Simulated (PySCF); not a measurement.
A calculated (PBE, PySCF 2.14, jorge-DZP-DKH, scalar relativity by spin-free X2C-1e) atom or ion has these occupied shells.

```json
{"shell": "1s", "electrons": "2", "orbital energy (eV)": "-830.80", "rms radius, mean of both spins (bohr)": "0.183"}
{"shell": "2s", "electrons": "2", "orbital energy (eV)": "-35.724", "rms radius, mean of both spins (bohr)": "0.983"}
{"shell": "2p", "electrons": "6", "orbital energy (eV)": "-12.693", "rms radius, mean of both spins (bohr)": "1.11"}
```

Q: Name the element and its charge.

A: Ne (neon, neutral), in [Ne], closed-shell 1S.
